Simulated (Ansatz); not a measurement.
Molecule: C3H7Ge, net charge 0, doublet state. It need not be the lowest isomer of its formula. SMILES: [GeH3][CH]C=C
Geometry from a B3LYP-D3(BJ)/def2-TZVP (Ansatz, an electronic-structure program) optimisation:
```xyz
11

C     -2.3523     0.1515    -0.5219
C     -1.8199    -0.4506     0.5952
C     -0.4696    -0.5439     0.9059
Ge     0.9859     0.1609    -0.1761
H     -3.4197     0.1804    -0.6886
H     -1.7246     0.6165    -1.2718
H     -2.5236    -0.8929     1.2969
H     -0.1996    -1.0500     1.8257
H      2.3158    -0.1567     0.5271
H      0.8595     1.6869    -0.3508
H      0.9929    -0.4753    -1.5798
```
Charge 0, spin multiplicity 2.

Wanted: atomisation energy (electronic, to ground-state atoms), in kcal/mol. Cores are frozen in the correlated levels unless marked. Open shells are spin-unrestricted. No spin-orbit coupling. Frozen are the shells of the preceding noble gas and the d and f shells that filled before the atom's block. Non-relativistic. The coupled-cluster limit lacks core correlation, which all-electron functionals hold. CBS marks a two-point X^-3 extrapolation of the correlation energy; Hartree-Fock from the larger set. The bracket is a focal-point correction in the basis named.

| level | program | atomisation energy (kcal/mol) | minus last row |
|---|---|---|---|
| HF/6-31G | Ansatz | 683.8 | -258.2 |
| HF/aug-cc-pVTZ | Ansatz | 714.8 | -227.2 |
| HF/cc-pVTZ | Ansatz | 714.7 | -227.3 |
| HF/cc-pVQZ | Ansatz | 716.2 | -225.8 |
| B97M-V/def2-TZVPD | Ansatz | 953.5 | 11.5 |
| PBE0/6-31G* | Ansatz | 943.0 | 1.0 |
| PBE0-D3(BJ)/def2-TZVPD | Ansatz + dftd3 | 951.3 | 9.3 |
| BHLYP-D4/def2-TZVPD | Ansatz + dftd4 | 927.5 | -14.5 |
| r2SCAN0/def2-TZVPD | Ansatz | 941.7 | -0.3 |
| CAM-B3LYP/def2-TZVPD | Ansatz | 945.8 | 3.8 |
| wB97M-V/def2-TZVPD | Ansatz | 943.6 | 1.6 |
| B2GP-PLYP-D3(BJ)/def2-TZVPD | Ansatz + dftd3 | 932.5 | -9.5 |
| B2PLYP-D4/def2-TZVPD | Ansatz + dftd4 | 934.8 | -7.2 |
| SCS-MP2/6-31G* | Ansatz | 844.2 | -97.8 |
| CCSD/6-31G | Ansatz | 816.1 | -125.9 |
| CCSD/6-31G* | Ansatz | 844.4 | -97.6 |
| CCSD/aug-cc-pVDZ | Ansatz | 872.7 | -69.3 |
| CCSD/cc-pVDZ | Ansatz | 866.7 | -75.3 |
| CCSD(T)/aug-cc-pVDZ | Ansatz | 882.3 | -59.7 |
| RI-MP2/CBS(aug-cc-pVTZ,aug-cc-pVQZ)+[CCSD(T)-MP2]/aug-cc-pVDZ | Ansatz | 940.7 | -1.3 |
| CCSD(T)/CBS(cc-pVTZ,cc-pVQZ) | Ansatz | 942.0 | 0.0 |

The UHF reference is spin-contaminated (<S^2> 0.20 over the pure value in the largest basis).
